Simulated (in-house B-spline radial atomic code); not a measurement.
A fraction x of an electron is removed from 2p in the fluorine ion F³⁺, starting from [He] 2s2 2p2 and keeping the highest spin. Method: scalar-relativistic (X2C) LDA PW92, spin-polarised, spherical fractional occupations, Fermi nucleus of rms radius 2.8976 fm. Calculated with a B-spline radial code for spherical atoms.

| x | E(x) - E(0) (eV) | 2p up level (eV) |
| --- | --- | --- |
| 0 | 0.0000 | -75.106 |
| 0.06 | 4.5510 | -76.596 |
| 0.2 | 15.5193 | -80.102 |
| 0.36 | 28.6598 | -84.163 |
| 0.48 | 38.9439 | -87.244 |
| 0.5 | 40.6939 | -87.760 |
| 0.56 | 46.0061 | -89.315 |
| 0.7 | 58.7655 | -92.968 |
| 0.77 | 65.3377 | -94.809 |
| 0.94 | 81.8377 | -99.317 |
| 1 | 87.8448 | -100.920 |

The exact functional would give a straight line between the two integer points. Deviations E(x) - E(0) - x[E(1) - E(0)], in eV: -0.72 at x = 0.06, -2.05 at x = 0.2, -2.964 at x = 0.36, -3.222 at x = 0.48, -3.229 at x = 0.5, -3.187 at x = 0.56, -2.726 at x = 0.7, -2.303 at x = 0.77, -0.736 at x = 0.94.

The curve lies below the straight line by up to 3.229 eV (at x = 0.5): convex, the delocalisation error that favours fractional charges.

**Question.** How well does Slater's transition state (minus the level at half occupation) give the ionisation energy?

**Answer.** It gives 87.760 eV against 87.845 eV from the two total energies; NIST lists 87.17 eV, ground level to ground level.
